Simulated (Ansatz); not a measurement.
This triplet lies 0.08 eV above the relaxed singlet at the level frozen-core CCSD(T)/cc-pVTZ // B3LYP-D3(BJ)/def2-TZVP (Ansatz, a first-principles code); other levels give the other order.

These are B3LYP-D3(BJ)/def2-TZVP (Ansatz) values and carry that method's errors. No frequencies were computed at this level.

Ansatz 0.2 input:
```yaml
crystal:
  periodic: [false, false, false]
  atoms:
    - { symbol: C, position_ang: [-1.71146, -0.006707, 0.077707] }
    - { symbol: Si, position_ang: [-0.174287, -0.175398, -1.091758] }
    - { symbol: Al, position_ang: [2.044644, -0.015163, -0.253319] }
    - { symbol: H, position_ang: [-1.664151, -0.73048, 0.889295] }
    - { symbol: H, position_ang: [-2.645101, -0.171706, -0.454759] }
    - { symbol: H, position_ang: [-1.758757, 0.985574, 0.522685] }
    - { symbol: H, position_ang: [2.98047, -1.156406, 0.310541] }
    - { symbol: H, position_ang: [2.928642, 1.270288, -0.000391] }
basis:
  gaussian: { orbitals: def2-tzvp }
hamiltonian:
  xc: b3lyp
  dispersion: d3bj
relax:
  max_steps: 150
magnetization:
  spin_polarized: true
  initial_magnetization: 2
```

Output:

```
Functional definition: B3LYP
920 factors; their error is unknown
mean field evaluation 1: about -15584.9596 eV, gradient 3.9e1 eV
mean field evaluation 2: about -15574.6142 eV, gradient 5.3e1 eV
mean field evaluation 4: about -15592.3325 eV, gradient 2.0e0 eV
mean field evaluation 8: about -15592.3651 eV, gradient 4.0e-2 eV
mean field evaluation 16: about -15592.3930 eV, gradient 3.1e-4 eV
mean field -15592.39299319 eV, -573.0098735963 hartree, gradient 3.9e-5 eV, S^2 2.008357; 0 other end points of the search recorded, 0 dependent functions left out
reference -15592.39327958 eV, -573.0098841208 hartree; 20, 18 occupied and 115, 117 virtual orbitals, 920 factors
relax step   1: F+E_penalty+E_count = -15592.66452564 eV  Δ(F+E_penalty+E_count) = +0.000e0 eV  max|allowed force component| = 8.106e-1 eV/Å  Δτ_max = 0.0000 Å  (29 SCF iters, accepted)
these checks for a lower state are left out or cut short: starts, cluster_reference, orbital_swaps, neighbouring_geometries, increment
920 factors; their error is unknown
mean field -15592.55117746 eV, -573.0156867607 hartree, gradient 1.4e-5 eV, S^2 2.009194; 0 other end points of the search recorded, 0 dependent functions left out
reference -15592.55146343 eV, -573.0156972700 hartree; 20, 18 occupied and 115, 117 virtual orbitals, 920 factors
relax step   2: F+E_penalty+E_count = -15592.82321296 eV  Δ(F+E_penalty+E_count) = -1.587e-1 eV  max|allowed force component| = 2.943e-1 eV/Å  Δτ_max = 0.1961 Å  (33 SCF iters, accepted)
these checks for a lower state are left out or cut short: starts, cluster_reference, orbital_swaps, neighbouring_geometries, increment
920 factors; their error is unknown
mean field evaluation 32: about -15592.5698 eV, gradient 9.8e-6 eV
mean field -15592.56979469 eV, -573.0163709314 hartree, gradient 9.8e-6 eV, S^2 2.009324; 0 other end points of the search recorded, 0 dependent functions left out
reference -15592.57008024 eV, -573.0163814252 hartree; 20, 18 occupied and 115, 117 virtual orbitals, 920 factors
relax step   3: F+E_penalty+E_count = -15592.84054830 eV  Δ(F+E_penalty+E_count) = -1.734e-2 eV  max|allowed force component| = 1.290e-1 eV/Å  Δτ_max = 0.0541 Å  (33 SCF iters, accepted)
these checks for a lower state are left out or cut short: starts, cluster_reference, orbital_swaps, neighbouring_geometries, increment
920 factors; their error is unknown
mean field -15592.58855755 eV, -573.0170604538 hartree, gradient 9.3e-6 eV, S^2 2.009271; 0 other end points of the search recorded, 0 dependent functions left out
reference -15592.58884219 eV, -573.0170709141 hartree; 20, 18 occupied and 115, 117 virtual orbitals, 920 factors
relax step   4: F+E_penalty+E_count = -15592.85761739 eV  Δ(F+E_penalty+E_count) = -1.707e-2 eV  max|allowed force component| = 1.189e-1 eV/Å  Δτ_max = 0.1161 Å  (32 SCF iters, accepted)
these checks for a lower state are left out or cut short: starts, cluster_reference, orbital_swaps, neighbouring_geometries, increment
920 factors; their error is unknown
mean field -15592.62502981 eV, -573.0184007848 hartree, gradient 1.9e-5 eV, S^2 2.008041; 0 other end points of the search recorded, 0 dependent functions left out
reference -15592.62531588 eV, -573.0184112977 hartree; 20, 18 occupied and 115, 117 virtual orbitals, 920 factors
relax step   5: F+E_penalty+E_count = -15592.89220950 eV  Δ(F+E_penalty+E_count) = -3.459e-2 eV  max|allowed force component| = 3.023e-1 eV/Å  Δτ_max = 0.1947 Å  (32 SCF iters, accepted)
these checks for a lower state are left out or cut short: starts, cluster_reference, orbital_swaps, neighbouring_geometries, increment
920 factors; their error is unknown
mean field -15592.68611732 eV, -573.0206457094 hartree, gradient 2.1e-5 eV, S^2 2.006467; 0 other end points of the search recorded, 0 dependent functions left out
reference -15592.68640364 eV, -573.0206562311 hartree; 20, 18 occupied and 115, 117 virtual orbitals, 920 factors
relax step   6: F+E_penalty+E_count = -15592.95284224 eV  Δ(F+E_penalty+E_count) = -6.063e-2 eV  max|allowed force component| = 4.115e-1 eV/Å  Δτ_max = 0.1943 Å  (31 SCF iters, accepted)
these checks for a lower state are left out or cut short: starts, cluster_reference, orbital_swaps, neighbouring_geometries, increment
920 factors; their error is unknown
mean field -15592.76213663 eV, -573.0234393673 hartree, gradient 2.0e-5 eV, S^2 2.005339; 0 other end points of the search recorded, 0 dependent functions left out
reference -15592.76242061 eV, -573.0234498033 hartree; 20, 18 occupied and 115, 117 virtual orbitals, 920 factors
relax step   7: F+E_penalty+E_count = -15593.02948903 eV  Δ(F+E_penalty+E_count) = -7.665e-2 eV  max|allowed force component| = 3.504e-1 eV/Å  Δτ_max = 0.1950 Å  (31 SCF iters, accepted)
these checks for a lower state are left out or cut short: starts, cluster_reference, orbital_swaps, neighbouring_geometries, increment
920 factors; their error is unknown
mean field evaluation 64: about -15592.8273 eV, gradient 1.6e-3 eV
mean field -15592.82728883 eV, -573.0258336666 hartree, gradient 1.9e-5 eV, S^2 2.004954; 0 other end points of the search recorded, 0 dependent functions left out
reference -15592.82757043 eV, -573.0258440153 hartree; 20, 18 occupied and 115, 117 virtual orbitals, 920 factors
relax step   8: F+E_penalty+E_count = -15593.09703732 eV  Δ(F+E_penalty+E_count) = -6.755e-2 eV  max|allowed force component| = 2.251e-1 eV/Å  Δτ_max = 0.2000 Å  (31 SCF iters, accepted)
these checks for a lower state are left out or cut short: starts, cluster_reference, orbital_swaps, neighbouring_geometries, increment
920 factors; their error is unknown
mean field -15592.86222050 eV, -573.0271173819 hartree, gradient 1.9e-5 eV, S^2 2.004776; 0 other end points of the search recorded, 0 dependent functions left out
reference -15592.86250235 eV, -573.0271277396 hartree; 20, 18 occupied and 115, 117 virtual orbitals, 920 factors
relax step   9: F+E_penalty+E_count = -15593.13463027 eV  Δ(F+E_penalty+E_count) = -3.759e-2 eV  max|allowed force component| = 1.353e-1 eV/Å  Δτ_max = 0.2000 Å  (31 SCF iters, accepted)
these checks for a lower state are left out or cut short: starts, cluster_reference, orbital_swaps, neighbouring_geometries, increment
920 factors; their error is unknown
mean field -15592.86986874 eV, -573.0273984493 hartree, gradient 1.6e-5 eV, S^2 2.004723; 0 other end points of the search recorded, 0 dependent functions left out
reference -15592.87015096 eV, -573.0274088206 hartree; 20, 18 occupied and 115, 117 virtual orbitals, 920 factors
relax step  10: F+E_penalty+E_count = -15593.14445994 eV  Δ(F+E_penalty+E_count) = -9.830e-3 eV  max|allowed force component| = 7.868e-2 eV/Å  Δτ_max = 0.1272 Å  (31 SCF iters, accepted)
these checks for a lower state are left out or cut short: starts, cluster_reference, orbital_swaps, neighbouring_geometries, increment
920 factors; their error is unknown
mean field -15592.86910551 eV, -573.0273704014 hartree, gradient 9.2e-6 eV, S^2 2.004682; 0 other end points of the search recorded, 0 dependent functions left out
reference -15592.86938759 eV, -573.0273807675 hartree; 20, 18 occupied and 115, 117 virtual orbitals, 920 factors
relax step  11: F+E_penalty+E_count = -15593.14491776 eV  Δ(F+E_penalty+E_count) = -4.578e-4 eV  max|allowed force component| = 4.281e-2 eV/Å  Δτ_max = 0.0376 Å  (33 SCF iters, accepted)
these checks for a lower state are left out or cut short: starts, cluster_reference, orbital_swaps, neighbouring_geometries, increment
920 factors; their error is unknown
mean field -15592.87021162 eV, -573.0274110499 hartree, gradient 2.5e-5 eV, S^2 2.004704; 0 other end points of the search recorded, 0 dependent functions left out
reference -15592.87049377 eV, -573.0274214190 hartree; 20, 18 occupied and 115, 117 virtual orbitals, 920 factors
relax step  12: F+E_penalty+E_count = -15593.14538111 eV  Δ(F+E_penalty+E_count) = -4.634e-4 eV  max|allowed force component| = 2.495e-2 eV/Å  Δτ_max = 0.0271 Å  (32 SCF iters, accepted)
these checks for a lower state are left out or cut short: starts, cluster_reference, orbital_swaps, neighbouring_geometries, increment
920 factors; their error is unknown
mean field evaluation 96: about -15592.8427 eV, gradient 2.9e-1 eV
mean field -15592.87046924 eV, -573.0274205172 hartree, gradient 2.5e-5 eV, S^2 2.004706; 0 other end points of the search recorded, 0 dependent functions left out
reference -15592.87075148 eV, -573.0274308895 hartree; 20, 18 occupied and 115, 117 virtual orbitals, 920 factors
relax step  13: F+E_penalty+E_count = -15593.14558496 eV  Δ(F+E_penalty+E_count) = -2.039e-4 eV  max|allowed force component| = 4.232e-3 eV/Å  Δτ_max = 0.0068 Å  (33 SCF iters, accepted)
920 factors; their error is unknown
mean field -15592.87046924 eV, -573.0274205172 hartree, gradient 2.7e-5 eV, S^2 2.004706; 1 other end points of the search recorded, 0 dependent functions left out
reference -15592.87075148 eV, -573.0274308895 hartree; 20, 18 occupied and 115, 117 virtual orbitals, 920 factors
Total energy: -15593.14586721 eV, -573.0375412060 hartree
Atom 0 at    -1.672562     0.020864     0.101382 Å, force     0.001715    -0.002191    -0.001103 eV/Å
Atom 1 at    -0.100623    -0.987957    -0.232668 Å, force     0.002850     0.000581     0.000512 eV/Å
Atom 2 at     2.115122    -0.094498    -0.144588 Å, force    -0.004232    -0.000221    -0.000426 eV/Å
Atom 3 at    -2.224656    -0.383948     0.952132 Å, force    -0.001058     0.000489     0.000687 eV/Å
Atom 4 at    -2.336930     0.010644    -0.765183 Å, force    -0.000474     0.000694    -0.000167 eV/Å
Atom 5 at    -1.411090     1.058738     0.322776 Å, force    -0.000822     0.001072     0.000479 eV/Å
Atom 6 at     3.324543    -1.061578    -0.445912 Å, force     0.000686     0.000393     0.000068 eV/Å
Atom 7 at     2.306197     1.437737     0.212062 Å, force     0.001333    -0.000817    -0.000051 eV/Å
Dipole moment:    -0.286469     0.059882     0.031059 e Å
```

Cost: roughly 50 core-seconds.
